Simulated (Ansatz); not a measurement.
Problem. Name a neutral molecule of Al, C, F, N and H with HOMO–LUMO gap (PBE/def2-TZVPP) between 3.65 and 3.95 eV and HOMO–LUMO gap (ωB97M-V/def2-TZVPP) between 9.40 and 9.70 eV (Ansatz, PBE0-D4/def2-TZVP geometry).

Solution. `FC[N]1[CH2][AlH]1` (3.76 eV, 9.60 eV); `F[CH]1[NH][AlH]1` (3.70 eV, 9.48 eV); `N/C=[CH]/[AlH][F]` (3.86 eV, 9.52 eV). Other molecules can fit too; these were computed, each in one conformer that needn't be the lowest.
